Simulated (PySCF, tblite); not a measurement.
Isomers of [C6H8PSi]- (charge -1), one GFN2-xTB conformer each. Single-point energies are computed at PBE0/pcSseg-1 (PySCF, gas phase, no added dispersion term), electronic only.

Problem. Rank them by PBE0/pcSseg-1 energy, lowest first (kJ/mol).
A. `[CH2:1]=[CH:2][c:3]1[cH:4][p-:5][c:6]([SiH3:7])[cH:8]1` (charge -1) with C1–C2–C3–C4 180°
B. `[CH2:1]=[CH:2][c:3]1[p-:4][cH:5][cH:6][c:7]1[SiH3:8]` (charge -1) with C1–C2–C3–P4 2°

Solution. A (0.0), B (11.5).

Neighbours under 21 kJ/mol apart (C=Cc1c[p-]c([SiH3])c1 and C=Cc1[p-]ccc1[SiH3]) can change places with a better method, another conformer or zero-point energy. GFN2-xTB itself gives, in the same order: 8.2, 0.0. GFN2-xTB puts C=Cc1[p-]ccc1[SiH3] lowest instead.

Problem. What happens when harmonic zero-point energies from GFN2-xTB frequencies are added?

Solution. 
```json
{"SMILES": "C=Cc1c[p-]c([SiH3])c1", "ZPE (kJ/mol)": "286.1", "electronic (kJ/mol)": "0.0", "with ZPE (kJ/mol)": "0.0"}
{"SMILES": "C=Cc1[p-]ccc1[SiH3]", "ZPE (kJ/mol)": "286.0", "electronic (kJ/mol)": "11.5", "with ZPE (kJ/mol)": "11.4"}
```

The zero-point energies span 0.1 kJ/mol. The order is unchanged.

Problem. As an exercise, what shares would exp(−E/RT) give at 298.15 K from these electronic energies alone (no entropy, no degeneracies)?

Solution. RT = 2.479 kJ/mol: C=Cc1c[p-]c([SiH3])c1 99.0 %, C=Cc1[p-]ccc1[SiH3] 1.0 %.
